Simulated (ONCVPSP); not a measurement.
# Configuration tests for Pb (Z = 82) (ONCV)

- Element: lead (Pb)
- Generator: ONCVPSP 4.0.1
- Type: optimised norm-conserving Vanderbilt (ONCV)
- Functional: PBE
- Relativity: fully relativistic
- Frozen core: [Kr] 4d10 4f14
- Valence charge: 22
- Reference configuration: 5s2 5p6 5d10 6s1 6p3
- Partial waves: 5s+6s: rc 1.65 bohr, ncon 4, nbas 8, qcut 9.3 1/bohr, 3 projectors, debl 0.3 Ha; 5p+6p: rc 1.45 bohr, ncon 4, nbas 8, qcut 9 1/bohr, 2 projectors; 5d: rc 1.75 bohr, ncon 4, nbas 9, qcut 9.6 1/bohr, 1 projector
- Local potential: polynomial inside 1.00 bohr (lpopt 5, dvloc0 6 Ha)
- Core correction: Teter function, fcfact 5.5, rcfact 1.35

Open shells are filled in proportion to 2j + 1.

In the s channel the program set the typed energies aside and used -5.346, -0.480, 0.250 Ha.

Energies are relative to the spin-unpolarised reference configuration 5s2 5p6 5d10 6s1 6p3; without spin polarisation the order of configurations can differ from experiment.

| valence configuration | charge | ΔE all-electron (eV) | error AE − PS (meV) |
| --- | --- | --- | --- |
| 5s2 5p6 5d10 6s2 6p1 | +1 | -1.869 | -1.1 |
| 5s2 5p6 5d10 6s2 6p1.5 | +0.5 | -6.018 | -1.5 |

Question: What are ΔE and the potential's error for 5s2 5p6 5d10 6s2 6p2?

Answer: ΔE = -8.567 eV all-electron; the error (AE − PS) is -1.7 meV.

Question: What are ΔE and the potential's error for 5s2 5p6 5d10 6s2 6p0?

Answer: ΔE = 11.736 eV all-electron; the error (AE − PS) is 0.0 meV.
